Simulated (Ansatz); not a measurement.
Breaking the Cd1–H2 bond in BrCdH (SMILES [Br][CdH]) (multiplicity 1 held, fragments rigid). Energies count from the point at 1.659 Å.
Geometry at that point (charge 0, multiplicity 1):
| atom | x (Å) | y (Å) | z (Å) |
|---|---|---|---|
| Cd | 0.0000 | 0.0000 | -0.9978 |
| H | 0.0000 | 0.0000 | -2.6564 |
| Br | 0.0000 | 0.0000 | 1.4443 |

Restricted levels (R-, RO-) in cc, def2 and unpolarised 6-31G sets keep to the state of the molecule at rest. Unrestricted levels (U-) break spin symmetry where that is lower. Active spaces are followed from a long bond inwards. Levels need not reach the same state.

Cores are frozen in the correlated methods. Filled d and f shells under p-block atoms count as core.

The values were computed with Ansatz (Gaussian orbitals). Each number belongs to the level named beside it. In def2 rows elements past Kr take small-core potentials, without spin–orbit coupling.

Energies in kJ/mol.

```csv
R (Å),U-HF/def2-TZVPP,U-r2SCAN/def2-TZVPP,R-wB97X-V/def2-TZVPP,U-wB97X-V/def2-TZVPP,"FIC-MRCISD+Q on CASSCF(2,2)/def2-TZVPP"
1.327,132,103,110,110,112
1.493,30,18,20,20,21
1.659,0,0,0,0,0
1.824,9,16,16,16,14
1.990,38,49,49,49,45
2.239,[?],109,113,113,101
2.488,148,170,180,180,156
2.903,187,240,282,265,227
3.317,201,272,366,297,268
3.815,207,290,443,308,289
4.478,208,297,517,311,296
5.308,[?],299,574,312,298
```

Task: Fill in the missing entries.

Result: 
- 2.239, U-HF/def2-TZVPP: 98
- 5.308, U-HF/def2-TZVPP: 209

Doubts at one or more of the structures used: a spin-contaminated determinant (U-HF/def2-TZVPP, U-r2SCAN/def2-TZVPP, U-wB97X-V/def2-TZVPP); a restricted determinant that unrestricted orbitals would lower (R-wB97X-V/def2-TZVPP).

Ansatz is a quantum-chemistry and plane-wave program.
